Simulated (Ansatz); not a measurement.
Ansatz (a quantum-chemistry and plane-wave program) input (CCSD(T)/aug-cc-pV(D+d)Z):
A basis named .json is the Basis Set Exchange file of that set.

Ansatz 0.2 input:
```yaml
crystal:
  periodic: [false, false, false]
  atoms:
    - {symbol: Al, position_ang: [0.26089531, 0.21329292, 0.23677331]}
    - {symbol: O, position_ang: [1.18655868, -0.44770898, -0.94995563]}
    - {symbol: F, position_ang: [-1.43156761, 0.08987376, 0.50239912]}
basis:
  gaussian:
    orbitals: aug-cc-pV_D+d_Z.json
total_charge: -1
magnetization: {spin_polarized: true, initial_magnetization: 1}
correlation: {method: ccsd_t, electrons: outside_noble_gas}
output: {forces: true}
```

End of the output:

```
determinant -11326.51113732 eV, -416.2416069116 hartree, with singles and doubles -11337.90386059 eV, -416.6602817692 hartree
determinant -11326.43624101 eV, -416.2388545231 hartree, with singles and doubles -11337.79601719 eV, -416.6563185976 hartree
determinant -11326.41927308 eV, -416.2382309628 hartree, with singles and doubles -11340.73084344 eV, -416.7641714729 hartree
7 core orbitals not correlated
reference -11329.10855363 eV, -416.3370602002 hartree; 9, 8 occupied and 62, 63 virtual orbitals, 770 factors
densities: 0.56 GiB planned
second order -13.27501868 eV of doubles, -0.00000000 eV of singles
coupled cluster: 0.41 GiB planned
cycle   1  -13.16938499 eV  change   -1.4e-3 eV  update   3.8e-3
cycle   2  -13.16795500 eV  change    1.4e-3 eV  update   2.6e-3
cycle   3  -13.16673728 eV  change    1.2e-3 eV  update   2.1e-3
cycle   4  -13.16890364 eV  change   -2.2e-3 eV  update   7.9e-4
cycle   5  -13.17053332 eV  change   -1.6e-3 eV  update   5.2e-4
cycle   6  -13.17002742 eV  change    5.1e-4 eV  update   2.6e-4
cycle   7  -13.16971288 eV  change    3.1e-4 eV  update   1.6e-4
cycle   8  -13.16974866 eV  change   -3.6e-5 eV  update   5.7e-5
cycle   9  -13.16975792 eV  change   -9.3e-6 eV  update   3.5e-5
cycle  10  -13.16974095 eV  change    1.7e-5 eV  update   1.9e-5
cycle  11  -13.16975835 eV  change   -1.7e-5 eV  update   9.6e-6
cycle  12  -13.16975835 eV  change   -1.1e-9 eV  update   4.5e-6
cycle  13  -13.16975644 eV  change    1.9e-6 eV  update   2.2e-6
cycle  14  -13.16975685 eV  change   -4.1e-7 eV  update   9.5e-7
cycle  15  -13.16975693 eV  change   -7.8e-8 eV  update   6.2e-7
perturbative correction -0.47463156 eV, -0.0174423882 hartree
the calculation of the forces begins
Total energy: -11342.75294212 eV, -416.8384822287 hartree
Atom 0 at     0.260895     0.213293     0.236773 Å, force    -0.264132     0.267881     0.451945 eV/Å
Atom 1 at     1.186559    -0.447709    -0.949956 Å, force     0.470828    -0.282296    -0.526540 eV/Å
Atom 2 at    -1.431568     0.089874     0.502399 Å, force    -0.206696     0.014415     0.074595 eV/Å
Dipole moment:    -0.536863     0.155792     0.362942 e Å
```
